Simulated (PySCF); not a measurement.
From results back to the method.

Cu(AsH3)(NH2) (singlet state).
Cartesian coordinates in Å at the PBE0-D3(BJ)/def2-SVP level; atoms count from 1:
```
atom  x, y, z in Å
Cu1    0.003   -0.069   -0.631
As2    0.006   -0.056    1.643
H3    -1.192   -0.572    2.408
H4     0.148    1.247    2.399
H5     1.058   -0.820    2.417
N6    -0.009   -0.201   -2.451
H7     0.802    0.227   -2.899
H8    -0.817    0.246   -2.887
```

The closed-shell ground state was solved 3 times with PySCF (density fitting, gas phase), always in the pcSseg-1 (pcSseg-2 on Cu) basis (156 functions), with these functionals: B3LYP, PBE and PBE0. The calculation is non-relativistic and has no spin–orbit coupling, an omission that weighs most on arsenic.

| row | total energy (Eh) | HOMO (eV) | LUMO (eV) | dipole (D) |
| --- | --- | --- | --- | --- |
| P | -3933.3656 | -5.02 | -0.38 | 5.31 |
| Q | -3934.0615 | -4.82 | -0.58 | 5.09 |
| R | -3933.3232 | -3.89 | -1.16 | 4.52 |

Problem. Which functional belongs to which row?

Solution. P = PBE0, Q = B3LYP, R = PBE. By rising HOMO–LUMO gap: PBE (GGA) 2.73 eV; B3LYP (global hybrid, 20 % exact exchange) 4.24 eV; PBE0 (global hybrid, 25 % exact exchange) 4.64 eV. Total energies of different functionals aren't bounds to one another; each is stationary for its own functional.
